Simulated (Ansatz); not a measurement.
A run for Ansatz (an electronic-structure program): R-CCSD(T)/def2-TZVPPD on HKO (SMILES [OH][K]), atoms moved off the minimum. Files ending in .json are basis or fitting sets from the Basis Set Exchange.

Ansatz 0.2 input:
```yaml
crystal:
  periodic: [false, false, false]
  atoms:
    - {symbol: K, position_ang: [-0.03534321, -0.06351520, -0.63363292]}
    - {symbol: O, position_ang: [0.01288438, -0.03493573, 1.29230731]}
    - {symbol: H, position_ang: [-0.08597319, 0.08464231, 2.46200278]}
basis:
  gaussian:
    orbitals: def2-TZVPPD.json
magnetization: {spin_polarized: false}
correlation: {method: ccsd_t, electrons: outside_noble_gas}
scf: {lower_state_search: off}
output: {forces: true}
```

Q: Predict the final total energy.

A: -674.8643 hartree (reference determinant -674.5749, T1 diagnostic 0.019).

Q: How many basis functions does it have, and what does it roughly cost on one machine?

A: 93 functions; around 6 core-seconds (rough).
